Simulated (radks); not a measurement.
Tm4+, 65 electrons, occupied as [Xe] 4f11. Method: Dirac Kohn-Sham, BLYP, spin-unpolarised, spherical densities, finite nucleus; open shells fill j = l - 1/2 first; Fermi nuclear charge, rms radius 5.2256 fm; computed with a radial shooting solver on a logarithmic mesh with Libxc functionals. Some entries of the table are withheld. Estimate them.

| orbital | occ. | eigenvalue (hartree) | <r^2> (bohr^2) |
|---|---|---|---|
| 1s1/2 | 2 | -2177.897 | (1) |
| 2s1/2 | 2 | -368.9425 | 0.008458 |
| 2p1/2 | 2 | -351.8113 | 0.006089 |
| 2p3/2 | 4 | -315.7831 | 0.007304 |
| 3s1/2 | 2 | -84.53337 | (2) |
| 3p1/2 | 2 | -76.98275 | 0.05149 |
| 3p3/2 | 4 | -69.37777 | 0.05829 |
| 3d3/2 | 4 | -56.47114 | 0.04578 |
| 3d5/2 | 6 | -54.80943 | 0.04766 |
| 4s1/2 | 2 | -18.29208 | (3) |
| 4p1/2 | 2 | -15.25162 | 0.2904 |
| 4p3/2 | 4 | -13.52259 | 0.3275 |
| 4d3/2 | 4 | -8.51096 | 0.3659 |
| 4d5/2 | 6 | -8.19437 | 0.3803 |
| 5s1/2 | 2 | -3.71262 | 1.571 |
| 5p1/2 | 2 | -2.83610 | 1.917 |
| 5p3/2 | 4 | -2.58482 | 2.185 |
| 4f5/2 | 6 | (4) | 0.6361 |
| 4f7/2 | 5 | (5) | 0.6556 |

Answer. 
(1) 1s1/2 <r^2> (bohr^2): 0.0005486
(2) 3s1/2 <r^2> (bohr^2): 0.05573
(3) 4s1/2 <r^2> (bohr^2): 0.2789
(4) 4f5/2 eigenvalue (hartree): -2.09737
(5) 4f7/2 eigenvalue (hartree): -2.04781
